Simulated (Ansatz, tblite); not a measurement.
Forces on FeBr2 at its PBE-D4/def2-TZVP geometry. Total charge 0; quintet.

The xTB rows come from tblite.

GFN2-xTB (tblite), largest force 0.87 eV/Å:

```xyz
3
positions Å, forces eV/Å
Fe    0.000   -0.001    0.001    0.000    0.000    0.000
Br    1.878    0.472    1.183   -0.723   -0.181   -0.455
Br   -1.878   -0.471   -1.183    0.723    0.181    0.455
```

PBE-D4/def2-TZVP (Ansatz), largest force 0.01 eV/Å:

```
Fe 0.000 0.001 -0.001
Br 0.005 0.001 0.003
Br -0.005 -0.002 -0.003
```

PBE0-D4/def2-TZVP (Ansatz), largest force 0.18 eV/Å:

```
Fe 0.000 0.001 -0.001
Br 0.151 0.037 0.095
Br -0.151 -0.038 -0.095
```
